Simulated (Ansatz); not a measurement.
System: CH5Si (charge +1, singlet). 
Geometry from a B3LYP-D3(BJ)/def2-TZVP (Ansatz, an electronic-structure program) optimisation:
```
C
H 1 1.0917
H 1 1.0917 2 111.38
H 1 1.1034 2 107.15 3 -116.89
Si 1 1.8123 2 112.07 4 -116.65
H 5 1.4692 1 121.49 2 -154.16
H 5 1.4692 6 116.99 1 177.86
```
Charge +1, spin multiplicity 1.

Basis-set convergence of Hartree-Fock and CCSD(T) correlation energies (hartree) with Ansatz. Correlated levels leave the core frozen unless marked. Spin-orbit coupling is left out. Non-relativistic.

```csv
basis,functions,E(HF),"E(corr, CCSD(T))"
cc-pV(D+d)Z,62,-329.42434,-0.27035
cc-pV(T+d)Z,139,…,…
```

Task: What belongs in the gaps?

Result: 
- cc-pV(T+d)Z, E(HF): -329.44945
- cc-pV(T+d)Z, E(corr, CCSD(T)): -0.32211
